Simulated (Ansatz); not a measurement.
A run for Ansatz (a first-principles code): U-CCSD(T)/def2-TZVPPD on HIMg (SMILES [MgH][I]), a point of a bond scan (R = 2.019 Å). Elements past Kr take the def2 small-core potentials; no spin–orbit coupling. Files ending in .json are basis or fitting sets from the Basis Set Exchange. The run froze 14 orbitals, filled d shells among them.

Ansatz 0.2 input:
```yaml
crystal:
  periodic: [false, false, false]
  atoms:
    - {symbol: Mg, position_ang: [-0.00000000, -0.00000000, -2.02827611]}
    - {symbol: H, position_ang: [0.00000000, 0.00000000, -4.04719218]}
    - {symbol: I, position_ang: [0.00000000, 0.00000000, 0.52924565]}
basis:
  gaussian:
    orbitals: def2-TZVPPD.json
correlation: {method: ccsd_t, electrons: outside_noble_gas}
scf: {omitted_lower_state_checks: [cluster_reference]}
magnetization: {spin_polarized: true, initial_magnetization: 0}
```

Problem. Give the final energy of this run.

Solution. -497.1087 hartree (reference determinant -496.9015, T1 diagnostic 0.010).

Problem. How many basis functions does it have, and what does it roughly cost on one machine?

Solution. 111 functions; about 13 core-seconds (a rough figure).
